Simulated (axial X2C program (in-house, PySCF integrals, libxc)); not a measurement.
## Which molecule has these constants?

All values come from calculations with an in-house relativistic program for diatomic molecules, spin-free (one-electron X2C) or two-component (2c: spin–orbit coupling with atomic mean-field Coulomb and Gaunt terms, which also bring small scalar terms), in Dyall basis sets with cores contracted in-house; open shells are unrestricted.

A two-component PBE0 calculation in a Dyall 3-zeta basis gave Re = 3.082 Å, ωe = 141.3 cm⁻¹, De = 0.49 eV, Ω = 3/2.

**Question.** Which molecule is it?
A. NaI⁺
B. SI⁺
C. MgI⁺
D. SiI⁺
E. ICl⁺

**Answer.** A. The others have ICl⁺ 2.241 Å and 447.7 cm⁻¹ (Ω = 3/2); SI⁺ 2.222 Å and 476.2 cm⁻¹ (Ω = 1); MgI⁺ 2.464 Å and 373.2 cm⁻¹ (Ω = 0); SiI⁺ 2.327 Å and 449.5 cm⁻¹ (Ω = 0).

Each entry is the lowest single determinant of a limited PBE0 search at one distance. De goes to single-determinant-based atoms at the same level (for ions the charge split of lowest energy) and is withheld (n/a) where an atom does not fit its ground term or J level. Main or longest-lived isotopes. One determinant is a doubtful description, or other states lie close, for NaI⁺, SI⁺; these need not be ground states, and all values refer to the states named. Some open-shell Ω = 0 determinants are out of reach, so the Ω given for SI⁺ need not be the lowest component. With several unpaired electrons the Ω given is that of one determinant, not necessarily of the lowest component. Some light 2c atoms are not at their ground J level, so De misses part of their lowering (0.04 eV or less). The functionals have no current term, which raises determinants with orbital currents. Where the atoms have a lower orbital projection than the molecule, De at mean-field level may be about a tenth of an eV too small.
